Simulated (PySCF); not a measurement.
## Two-component Hartree-Fock for Sc (scandium, neutral)

Start: [Ar] 3d3; 3d5/2 filled at m_j = +1/2, +3/2, +5/2. Calculated with PySCF 2.14 in x2c-TZVPall-2c with one added diffuse shell each of s, p, d type (7s8p5d1f, 63 functions): generalised Hartree-Fock with the X2C-1e Hamiltonian and a Gaussian nucleus; one run each with spin-orbit coupling (SO) switched off, then screened by Boettger's factors. This is a chosen level, not necessarily the ground level.

```
spinor shell  electrons  ε, spin-free (eV)  ε, screened SO (eV)  weight of nominal j (screened SO)  rms radius, screened SO (bohr)
       1s1/2          2            -4555.4              -4555.4                              1.000                          0.0844
       2s1/2          2            -540.63              -540.63                              1.000                           0.370
       2p1/2          2            -443.30              -446.50                              1.000                           0.338
       2p3/2          4            -443.30              -441.72                              1.000                           0.340
       3s1/2          2            -85.737              -85.737                              1.000                            1.14
       3p1/2          2            -57.739              -58.121                              0.926                            1.23
       3p3/2          4            -57.739              -57.552                              0.963                            1.23
       3d5/2          3             -2.798               -2.798                              0.798                            6.85
```

```tsv
quantity	spin-free	screened SO
E (hartree)	-762.45581	-762.46039
M_J	9/2	9/2
⟨J²⟩	24.753	24.753
⟨L²⟩	12.003	12.003
⟨S²⟩	3.750	3.750
```

Each row is a mean over spinors that exchange with the open shell spreads, by up to 0.524 eV (3p3/2).

Rows whose weight is well below 1 are mixtures of j = l ± 1/2: exchange outweighs spin-orbit coupling there, and the label is only the starting occupation.

Without spin-orbit coupling the j labels of p, d and f shells carry no meaning; the spin-free column gives the mean over the occupied spinors of each nl shell.
